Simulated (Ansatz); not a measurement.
`[SiH3][SiH2][CH2][InH2]` + `[OH][Ge][F]` → `[F][Ge][O][SiH3]` + `[SiH3][CH2][InH2]` at 298.15 K and 1 bar (cleavage of the Si–Si bond).

Gas-phase electronic energies from Ansatz, PBE0-D4/def2-TZVP geometries. CCSD(T)/CBS adds triple-zeta CCSD(T) − MP2 to the extrapolated MP2 energy (def2 sets, frozen cores). def2 core potentials past Kr. For Ge, In outer-core shells are correlated without core-valence functions, which leaves a few kJ/mol of doubt a bond. Scalar relativity is left out up to krypton. One conformer a species, not always the lowest.

```csv
species,CCSD(T)/CBS energy (Eh),H − E (kJ/mol),S (J/(mol·K))
`[SiH3][SiH2][CH2][InH2]`,-811.40716,235.5,392.6
`[OH][Ge][F]`,-2251.74560,53.1,280.4
`[F][Ge][O][SiH3]`,-2542.06230,101.1,344.8
`[SiH3][CH2][InH2]`,-521.12346,184.5,351.1
```

H − E and S are ideal-gas, rigid-rotor, harmonic terms from PBE0-D4/def2-TZVP, for one conformer and one mirror image of each species. 1 Eh = 2625.50 kJ/mol, R = 8.31446 J/(mol·K).

Q: By hand: ΔE, ΔH, ΔS and ΔG.

A: ΔE = (-2542.06230) + (-521.12346) − (-811.40716) − (-2251.74560) = -0.03300 Eh = -86.6 kJ/mol. Δ(H − E) = 101.1 + 184.5 − 235.5 − 53.1 = -3.0, so ΔH = -89.6 kJ/mol. ΔS = 344.8 + 351.1 − 392.6 − 280.4 = 22.9 J/(mol·K). ΔG = -89.6 − 298.15 × (22.9)/1000 = -96.4 kJ/mol.

Q: By hand: the equilibrium constant, and the temperature at which ΔG would vanish if ΔH and ΔS stayed fixed.

A: log₁₀ K = −ΔG/(RT ln 10) = 16.9. ΔH and −TΔS have one sign here, so there is no such temperature.

ΔH outweighs TΔS. A doubt of 5 kJ/mol in ΔE shifts log₁₀ K by 0.9 here. Other conformers and mirror images would add mixing entropy, several J/(mol·K) or more a flexible species. These are equilibria of isolated gas molecules and say nothing of rates. Largest T1 diagnostic: 0.015 (customary marks: 0.02 for closed shells, 0.045 for open ones).
